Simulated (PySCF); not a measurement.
## The first ionisation energy along the 3d series

All values are computed (PySCF 2.14, energy differences of UHF-based or UKS calculations, no spin-orbit coupling). Values in eV. The last column holds reference values (NIST; (s) semi-empirical, (t) theoretical, else measured). Unmarked ones compare directly (S terms, centres of terms, or small fine structure); those marked * lie between the lowest fine-structure levels and include a spin-orbit shift.

```json
{"element": "Sc (cc-pVTZ-DK, spin-free X2C)", "configurations": "[Ar] 3d1 4s2 → [Ar] 3d1 4s1", "UHF": "5.390", "MP2 (valence)": "6.096", "SCS-MP2 (valence)": "6.242", "reference": "6.562"}
{"element": "Ti (cc-pVTZ-DK, spin-free X2C)", "configurations": "[Ar] 3d2 4s2 → [Ar] 3d2 4s1", "UHF": "5.557", "MP2 (valence)": "6.346", "SCS-MP2 (valence)": "6.515", "reference": "6.828"}
{"element": "V (cc-pVTZ-DK, spin-free X2C)", "configurations": "[Ar] 3d3 4s2 → [Ar] 3d4", "UHF": "6.167", "MP2 (valence)": "6.537", "SCS-MP2 (valence)": "7.043", "reference": "6.732"}
{"element": "Cr (cc-pVTZ-DK, spin-free X2C)", "configurations": "[Ar] 3d5 4s1 → [Ar] 3d5", "UHF": "6.005", "MP2 (valence)": "6.483", "SCS-MP2 (valence)": "6.164", "reference": "6.767"}
{"element": "Mn (cc-pVTZ-DK, spin-free X2C)", "configurations": "[Ar] 3d5 4s2 → [Ar] 3d5 4s1", "UHF": "6.022", "MP2 (valence)": "6.963", "SCS-MP2 (valence)": "7.172", "reference": "7.434"}
{"element": "Fe (cc-pVTZ-DK, spin-free X2C)", "configurations": "[Ar] 3d6 4s2 → [Ar] 3d6 4s1", "UHF": "6.431", "MP2 (valence)": "7.446", "SCS-MP2 (valence)": "7.621", "reference": "7.904"}
{"element": "Co (cc-pVTZ-DK, spin-free X2C)", "configurations": "[Ar] 3d7 4s2 → [Ar] 3d8", "UHF": "8.295", "MP2 (valence)": "7.371", "SCS-MP2 (valence)": "7.396", "reference": "7.869"}
{"element": "Cu (cc-pVTZ-DK, spin-free X2C)", "configurations": "[Ar] 3d10 4s1 → [Ar] 3d10", "UHF": "6.574", "MP2 (valence)": "7.475", "SCS-MP2 (valence)": "7.326", "reference": "7.726"}
{"element": "Zn (cc-pVTZ-DK, spin-free X2C)", "configurations": "[Ar] 3d10 4s2 → [Ar] 3d10 4s1", "UHF": "7.777", "MP2 (valence)": "9.031", "SCS-MP2 (valence)": "9.045", "reference": "9.394"}
```

Q: Which of these methods has the smallest mean absolute error against the measured values here?

A: SCS-MP2 (valence), with 0.368 eV.

| method | elements | mean error (eV) | mean absolute error (eV) | largest error (eV) |
| --- | --- | --- | --- | --- |
| UHF | 9 | -1.000 | 1.094 | -1.617 |
| MP2 (valence) | 9 | -0.385 | 0.385 | -0.498 |
| SCS-MP2 (valence) | 9 | -0.299 | 0.368 | -0.602 |

Errors include the incompleteness of the basis and the frozen core.

"Valence" correlates the outer s and p shells and, in groups 3 to 12 and the f block, the outer d or f shell, open or full, or the next shell where the ion has no valence electron left; the wider scheme adds the next inner shell.
